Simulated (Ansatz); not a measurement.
BClH4O2Si (`OB(Cl)O[SiH3]`). Total charge 0; spin multiplicity 1.

Z-matrix (Å, degrees):
```
Si
O 1 1.659
H 1 1.483 2 110.0
H 1 1.483 2 110.0 3 -121.4
H 1 1.480 2 106.2 3 119.3
B 2 1.343 1 131.7 3 61.2
Cl 6 1.775 2 119.1 1 180.0
O 6 1.356 2 120.7 1 -0.0
H 8 0.960 6 113.7 2 180.0
```

Problem. What are the harmonic wavenumbers in cm⁻¹ at PBE0-D4/def2-TZVP (Ansatz, finite differences of forces, unscaled)? (Best estimate.)

Solution. Computed: 66, 89, 102, 284, 404, 545, 598, 632, 725, 748, 838, 951, 955, 969, 1037, 1258, 1475, 2243, 2248, 2262, 3901.

Problem. Is this a minimum?

Solution. Yes, all 21 modes are real.

Problem. Give the ideal-gas thermochemistry at 298.15 K and 1 bar (rigid rotor, harmonic oscillator; point group Cs, symmetry number 1).

Solution. Zero-point energy 133.6 kJ/mol; H(298) − E = 153.9 kJ/mol; entropy 351.1 J/(mol·K), of which translation 167.5, rotation 114.9, vibration 68.7; G(298) − E = 49.2 kJ/mol. Modes under 100 cm⁻¹ are hindered rotations or soft bends, so the harmonic entropy is rough.
